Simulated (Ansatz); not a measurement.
`[CH3][Al]1[CH2][C]1(F)F` → Al• + 3 C• + 2 F• + 5 H•  (atomization)

Calculated with Ansatz (gas phase, PBE0-D4/def2-TZVP geometries, no zero-point term in ΔE). CBS: MP2 limit from def2 TZ/QZ plus the TZ coupled-cluster correction, frozen cores. This one scheme is used for every species, atoms too. Functionals use def2-TZVPP. B3LYP here is the variant with VWN-RPA as its local correlation; programs differ in this. Open shells (•) are unrestricted, without spin–orbit coupling. Spin–orbit coupling would lower the free atoms: a little for Al, C, F.

(1) What is ΔE at CCSD(T)/CBS? (An estimate is asked.)

(2) What do these levels give: B3LYP-D4, r2SCAN, CCSD/def2-TZVPP, HF/def2-QZVPP, MP2/def2-QZVPP, CCSD/CBS(def2)? (An estimate is asked.)

Largest T1 diagnostic among the species: 0.018.

## Answers

(1) The calculation gave: +4068.4 kJ/mol.

(2) Computed: B3LYP-D4 4059.5, r2SCAN 4103.3, CCSD/def2-TZVPP 3884.7, HF/def2-QZVPP 2900.5, MP2/def2-QZVPP 4128.4, CCSD/CBS(def2) 3995.7 kJ/mol.

The D4 term adds +30.1 kJ/mol with B3LYP and +15.7 kJ/mol with PBE0; it sums over pairs of atoms, weighted by their polarisabilities, and B3LYP, whose exchange is more repulsive, gets the larger term. In def2-TZVPP, CCSD(T) changes the Hartree–Fock value by +1062.5 kJ/mol (the triples alone add +72.7 kJ/mol) and MP2 by +1167.9 kJ/mol; breaking electron pairs costs correlation energy, which Hartree–Fock lacks. From PBE to PBE0 (25 % exact exchange), in def2-TZVPP and without D4, ΔE moves by −101.0 kJ/mol: exact exchange takes away binding that semilocal exchange gives to molecules.

For atomizations the MP2-based limit and the directly extrapolated one differ by several kJ/mol either way, and by 10 to 25 for some Ge, Se and Sn compounds, so smaller differences from it don't rank the levels.
